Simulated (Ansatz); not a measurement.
`O[SiH](F)F` + H₂Se → `F[SiH](F)[SeH]` + H₂O at 500 K and 1 bar (ligand exchange at the Si–O bond).

Gas-phase electronic energies from Ansatz, PBE0-D4/def2-TZVP geometries. CCSD(T)/CBS is the MP2 limit (def2-TZVPP, def2-QZVPP) plus CCSD(T) − MP2 in def2-TZVPP, frozen cores. This one scheme is used for every species. For Se outer-core shells are correlated without core-valence functions, which leaves a few kJ/mol of doubt a bond. Scalar relativity is left out up to krypton. One conformer a species, not always the lowest.

```csv
species,CCSD(T)/CBS energy (Eh),H − E (kJ/mol),S (J/(mol·K))
`O[SiH](F)F`,-565.23707,109.1,341.1
H₂Se,-2401.89790,53.1,237.8
`F[SiH](F)[SeH]`,-2890.73294,96.8,375.8
H₂O,-76.37941,73.2,206.3
```

H − E and S are ideal-gas, rigid-rotor, harmonic terms from PBE0-D4/def2-TZVP, for one conformer and one mirror image of each species. 1 Eh = 2625.50 kJ/mol, R = 8.31446 J/(mol·K).

By hand: ΔE, ΔH, ΔS and ΔG.

ΔE = (-2890.73294) + (-76.37941) − (-565.23707) − (-2401.89790) = 0.02262 Eh = 59.4 kJ/mol. Δ(H − E) = 96.8 + 73.2 − 109.1 − 53.1 = 7.8, so ΔH = 67.2 kJ/mol. ΔS = 375.8 + 206.3 − 341.1 − 237.8 = 3.2 J/(mol·K). ΔG = 67.2 − 500 × (3.2)/1000 = 65.6 kJ/mol.

By hand: the equilibrium constant, and the temperature at which ΔG would vanish if ΔH and ΔS stayed fixed.

log₁₀ K = −ΔG/(RT ln 10) = -6.9. ΔG = 0 at ΔH/ΔS = 21000 K, far beyond where these terms or the molecules hold.

The number of gas molecules stays the same, so ΔS is small and ΔH decides. A doubt of 5 kJ/mol in ΔE shifts log₁₀ K by 0.5 here. Other conformers and mirror images would add mixing entropy, several J/(mol·K) or more a flexible species. These are equilibria of isolated gas molecules and say nothing of rates. Largest T1 diagnostic: 0.011 (customary marks: 0.02 for closed shells, 0.045 for open ones).
